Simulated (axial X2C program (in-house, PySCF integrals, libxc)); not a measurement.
**Curves of AuNC from open-shell CI on d9 s1 p(π)0**

Calculated with an in-house all-electron X2C program for linear molecules (integrals from PySCF): two-component X2C with atomic mean-field Coulomb and Gaunt terms, basis Au dyall-v3z, N dyall-av3z, C dyall-v3z (cores contracted in-house). Orbitals come from Hartree–Fock averaged over the configuration Au d9 s1 p(π)0; CI then distributes these electrons over the d, s, p(π) shells of Au.

Scan along the Au–N bond with NC moving as one mass, its bond held at 1.170 Å; masses Au 196.967 u, N 14.003 u, C 12.000 u. Energies in cm⁻¹ from the lowest point; levels are followed by energy order within each Ω. Lowest level at 2.072 Å: 91% d10 + 7% d9 s1.

| R (Å) | (1)Ω=0 | (2)Ω=0 | (1)Ω=1 | (1)Ω=2 | (2)Ω=1 | (1)Ω=3 | (3)Ω=0 |
| --- | --- | --- | --- | --- | --- | --- | --- |
| 1.927 | 46 | 7563 | 7889 | 11125 | 13277 | 14098 | 14337 |
| 1.999 | 0 | 6650 | 6986 | 10087 | 12290 | 12761 | 13257 |
| 2.072 | 556 | 6550 | 6894 | 9814 | 12066 | 12258 | 12942 |
| 2.155 | 1675 | 7143 | 7493 | 10175 | 12482 | 12415 | 13256 |
| 2.238 | 3116 | 8241 | 8593 | 11024 | 13382 | 13095 | 14055 |
| 2.331 | 4938 | 9841 | 10191 | 12343 | 14758 | 14250 | 15320 |
| 2.445 | 7286 | 12086 | 12425 | 14258 | 16739 | 15988 | 17176 |

Question: Fit the curves (1)Ω=0, (2)Ω=0, (1)Ω=1, (1)Ω=2, (2)Ω=1, (1)Ω=3, (3)Ω=0 near their minima.

Answer: From the open-shell CI curves, Te from the lowest:

```tsv
level	Te (cm⁻¹)	Re (Å)	ωe (cm⁻¹)
(1)Ω=0	0	1.967	443.0
(2)Ω=0	6573	2.045	428.4
(1)Ω=1	6914	2.044	428.6
(1)Ω=2	9879	2.067	396.4
(2)Ω=1	12126	2.061	401.4
(1)Ω=3	12302	2.093	387.6
(3)Ω=0	13008	2.072	391.0
```

Without dynamic correlation distances can be off by several hundredths of an Å (long for ionic bonds, short for multiple bonds) and the wavenumbers are rough.

The 7 lowest curves are shown; the next is (2)Ω=2, from 13491 cm⁻¹.

Dynamic correlation is missing, so gaps between terms are too wide and other configurations may lie lower; the lowest level listed is that of this model, not necessarily the ground state. The lowest levels belong to d10, not to the averaged configuration, so orbitals and distance suit them less well. For d shells the ligand-field splittings (σ, π, δ) and their order can be off by a thousand cm⁻¹ or more. At most 4 roots were kept for each Ω > 0 (twice that for Ω = 0) within 3.2 eV of the lowest, so higher up levels can be missing between those listed; levels with Ω > 0 are doubly degenerate and listed once, Ω = 0 levels singly. Some active spinors are only partly of the character that their shell is named for, so the shell names and counts are nominal. States that fill the shells left empty in the average are placed too high. The molecule was held linear; bending was not examined.
